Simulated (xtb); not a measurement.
isobutene (C4H8), singlet, from a rough starting geometry; GFN2-xTB in xtb.

Here is a job for xtb.
```
$ xtb mol.xyz --gfn 2 --opt vtight --json

# file mol.xyz
12

C     -0.02557381    -0.00667451     1.50245912
C     -0.00104684    -0.06333915     0.25325819
H     -0.03567605     0.91182006     2.14682891
H      0.04920213    -0.91536918     2.06856111
C      0.01819650     1.31398530    -0.53575745
H     -0.01549738     2.15557631     0.04772764
H      0.89156469     1.27302807    -1.28138645
H     -0.86611931     1.38332170    -1.22674273
C      0.01601936    -1.27450002    -0.55359252
H     -0.01748444    -2.18215368     0.02290679
H     -0.86392030    -1.30118538    -1.24643202
H      0.88136247    -1.32809444    -1.23135785
```

What the program printed (banner, timings and long lists left out):

```
   ID    Z sym.   atoms
    1    6 C      1, 2, 5, 9
    2    1 H      3, 4, 6-8, 10-12

           -------------------------------------------------
          |                Calculation Setup                |
           -------------------------------------------------

           -------------------------------------------------
          |                 G F N 2 - x T B                 |
           -------------------------------------------------

          ...................................................
          :                      SETUP                      :
          :.................................................:
          :  # basis functions                  24          :
          :  # atomic orbitals                  24          :
          :  # shells                           16          :
          :  # electrons                        24          :
          :  max. iterations                   250          :
          :  Hamiltonian                  GFN2-xTB          :
          :  restarted?                      false          :
          :  GBSA solvation                  false          :
          :  PC potential                    false          :
          :  electronic temp.          300.0000000     K    :
          :  accuracy                    1.0000000          :
          :  -> integral cutoff          0.2500000E+02      :
          :  -> integral neglect         0.1000000E-07      :
          :  -> SCF convergence          0.1000000E-05 Eh   :
          :  -> wf. convergence          0.1000000E-03 e    :
          :  Broyden damping             0.4000000          :
          :  net charge                          0          :
          :  unpaired electrons                  0          :
          ...................................................

 iter      E             dE          RMSdq      gap      omega  full diag
   1    -12.8058560 -0.128059E+02  0.338E+00    6.28       0.0  T
   2    -12.8322933 -0.264374E-01  0.207E+00    6.12       1.0  T
   3    -12.8314866  0.806705E-03  0.109E+00    6.17       1.0  T
   4    -12.8353227 -0.383611E-02  0.410E-01    6.10       1.0  T
   5    -12.8358727 -0.549926E-03  0.618E-02    6.11       1.0  T
   6    -12.8358725  0.163490E-06  0.103E-02    6.11       2.8  T
   7    -12.8358729 -0.370907E-06  0.217E-03    6.11      13.3  T
   8    -12.8358729 -0.731717E-08  0.681E-04    6.11      42.4  T
   9    -12.8358729 -0.117756E-08  0.217E-04    6.11     132.8  T

   *** convergence criteria satisfied after 9 iterations ***

         :::::::::::::::::::::::::::::::::::::::::::::::::::::
         ::                     SUMMARY                     ::
         :::::::::::::::::::::::::::::::::::::::::::::::::::::
         :: total energy             -12.591704993220 Eh    ::
         :: gradient norm              0.206980393466 Eh/a0 ::
         :: HOMO-LUMO gap              6.107268826817 eV    ::
         ::.................................................::
         :: SCC energy               -12.835867303894 Eh    ::
         :: -> isotropic ES            0.003089576806 Eh    ::
         :: -> anisotropic ES          0.004322561051 Eh    ::
         :: -> anisotropic XC          0.009749463147 Eh    ::
         :: -> dispersion             -0.005433315049 Eh    ::
         :: repulsion energy           0.244162310674 Eh    ::
         :: add. restraining           0.000000000000 Eh    ::
         :: total charge               0.000000000000 e     ::
         :::::::::::::::::::::::::::::::::::::::::::::::::::::

      -----------------------------------------------------------
     |                   =====================                   |
     |                        A N C O P T                        |
     |                   =====================                   |
     |               Approximate Normal Coordinate               |
     |                Rational Function Optimizer                |
      -----------------------------------------------------------
      -----------------------------------------------------------
     |                   =====================                   |
     |                        A N C O P T                        |
     |                   =====================                   |
     |               Approximate Normal Coordinate               |
     |                Rational Function Optimizer                |
      -----------------------------------------------------------

          ...................................................
          :                      SETUP                      :
          :.................................................:
          :   optimization level         verytight          :
          :   max. optcycles                   240          :
          :   ANC micro-cycles                  20          :
          :   degrees of freedom                30          :
          :.................................................:
          :   RF solver                   davidson          :
          :   write xtbopt.log                true          :
          :   linear?                        false          :
          :   energy convergence         0.1000000E-06 Eh   :
          :   grad. convergence          0.2000000E-03 Eh/α :
          :   maxmium RF displ.          1.0000000          :
          :   Hlow (freq-cutoff)         0.1000000E-01      :
          :   Hmax (freq-cutoff)         5.0000000          :
          :   S6 in model hess.         20.0000000          :
          ...................................................

generating ANC from exact Hessian ...
Using Lindh-Hessian (1995)
 Shifting diagonal of input Hessian by    2.2589809037231881E-003
 Lowest  eigenvalues of input Hessian
    0.000000    0.000000    0.000000    0.000000    0.000000    0.000000
    0.010000    0.011007    0.014728    0.016795    0.021034    0.027837
[...]
 * total energy  :   -12.6131790 Eh     change       -0.1954835E-02 Eh
 * total energy  :   -12.6133666 Eh     change       -0.1875754E-03 Eh
 * total energy  :   -12.6134795 Eh     change       -0.1129162E-03 Eh
 * total energy  :   -12.6134925 Eh     change       -0.1305481E-04 Eh
 * total energy  :   -12.6134945 Eh     change       -0.2009902E-05 Eh
 * total energy  :   -12.6134954 Eh     change       -0.8091507E-06 Eh
 * total energy  :   -12.6134956 Eh     change       -0.2461248E-06 Eh
 * total energy  :   -12.6134958 Eh     change       -0.2435046E-06 Eh
 * total energy  :   -12.6134961 Eh     change       -0.2589266E-06 Eh
 * total energy  :   -12.6134963 Eh     change       -0.2236560E-06 Eh
 * total energy  :   -12.6134965 Eh     change       -0.1810600E-06 Eh
 * total energy  :   -12.6134966 Eh     change       -0.1328576E-06 Eh
 * total energy  :   -12.6134967 Eh     change       -0.6701061E-07 Eh
   *** GEOMETRY OPTIMIZATION CONVERGED AFTER 15 ITERATIONS ***
[...]
         :: total energy             -12.613496707985 Eh    ::
         :: gradient norm              0.000038729879 Eh/a0 ::
         :: HOMO-LUMO gap              5.337163858079 eV    ::
         ::.................................................::
         :: SCC energy               -12.837938791623 Eh    ::
         :: -> isotropic ES            0.003485041522 Eh    ::
         :: -> anisotropic ES          0.004058099387 Eh    ::
         :: -> anisotropic XC          0.009634555908 Eh    ::
         :: -> dispersion             -0.005423767073 Eh    ::
         :: repulsion energy           0.224442083638 Eh    ::
         :: add. restraining           0.000000000000 Eh    ::
         :: total charge              -0.000000000000 e     ::
         :::::::::::::::::::::::::::::::::::::::::::::::::::::

           -------------------------------------------------
          |                Property Printout                |
           -------------------------------------------------

    * Orbital Energies and Occupations

         #    Occupation            Energy/Eh            Energy/eV
      -------------------------------------------------------------
         1        2.0000           -0.6215529             -16.9133
         2        2.0000           -0.5887528             -16.0208
         3        2.0000           -0.5829184             -15.8620
         4        2.0000           -0.5291928             -14.4001
         5        2.0000           -0.4972673             -13.5313
         6        2.0000           -0.4950674             -13.4715
         7        2.0000           -0.4883032             -13.2874
         8        2.0000           -0.4619480             -12.5702
         9        2.0000           -0.4483234             -12.1995
        10        2.0000           -0.4406510             -11.9907
        11        2.0000           -0.4270924             -11.6218
        12        2.0000           -0.3848157             -10.4714 (HOMO)
        13                         -0.1886786              -5.1342 (LUMO)
        14                          0.1034639               2.8154
        15                          0.1215608               3.3078
        16                          0.1658058               4.5118
        17                          0.1994781               5.4281
        18                          0.2003109               5.4507
        19                          0.2224722               6.0538
        20                          0.2284865               6.2174
        21                          0.2287592               6.2249
        22                          0.2560687               6.9680
        23                          0.4184577              11.3868
        24                          0.6462590              17.5856
      -------------------------------------------------------------
                  HL-Gap            0.1961372 Eh            5.3372 eV
             Fermi-level           -0.2867471 Eh           -7.8028 eV

     #   Z          covCN         q      C6AA      α(0)
     1   6 C        2.844    -0.110    30.780     9.092
     2   6 C        2.935     0.021    27.530     8.605
     3   1 H        0.926     0.029     2.605     2.524
     4   1 H        0.926     0.029     2.605     2.524
     5   6 C        3.759    -0.109    22.636     6.783
     6   1 H        0.925     0.040     2.453     2.449
     7   1 H        0.925     0.043     2.414     2.430
     8   1 H        0.925     0.043     2.414     2.430
     9   6 C        3.759    -0.109    22.636     6.783
    10   1 H        0.925     0.040     2.453     2.449
    11   1 H        0.925     0.043     2.414     2.430
    12   1 H        0.925     0.043     2.414     2.430

 Mol. C6AA /au·bohr⁶  :       1078.553024
 Mol. C8AA /au·bohr⁸  :      23327.802798
 Mol. α(0) /au        :         50.929062

Wiberg/Mayer (AO) data.
largest (>0.10) Wiberg bond orders for each atom

 ---------------------------------------------------------------------------
     #   Z sym  total        # sym  WBO       # sym  WBO       # sym  WBO
 ---------------------------------------------------------------------------
     1   6 C    3.988 --     2 C    1.931     3 H    0.976     4 H    0.976
     2   6 C    3.988 --     1 C    1.931     9 C    1.024     5 C    1.024
     3   1 H    0.999 --     1 C    0.976
     4   1 H    0.999 --     1 C    0.976
     5   6 C    3.997 --     2 C    1.024     6 H    0.986     7 H    0.973
                             8 H    0.973
     6   1 H    0.998 --     5 C    0.986
     7   1 H    0.998 --     5 C    0.973
     8   1 H    0.998 --     5 C    0.973
     9   6 C    3.997 --     2 C    1.024    10 H    0.986    11 H    0.973
                            12 H    0.973
    10   1 H    0.998 --     9 C    0.986
    11   1 H    0.998 --     9 C    0.973
    12   1 H    0.998 --     9 C    0.973
 ---------------------------------------------------------------------------

Topologies differ in total number of bonds
Writing topology from bond orders to xtbtopo.mol

molecular dipole:
                 x           y           z       tot (Debye)
 q only:        0.001       0.001      -0.229
   full:        0.001       0.001      -0.273       0.693
molecular quadrupole (traceless):
                xx          xy          yy          xz          yz          zz
 q only:       -0.474       0.002       0.700      -0.002       0.007      -0.226
  q+dip:       -1.524       0.004       0.729      -0.008       0.002       0.795
   full:       -0.828       0.003       0.716      -0.004       0.005       0.112

optimized geometry written to: xtbopt.xyz

           -------------------------------------------------
          | TOTAL ENERGY              -12.613496707985 Eh   |
          | GRADIENT NORM               0.000038729879 Eh/α |
          | HOMO-LUMO GAP               5.337163858079 eV   |
           -------------------------------------------------
```
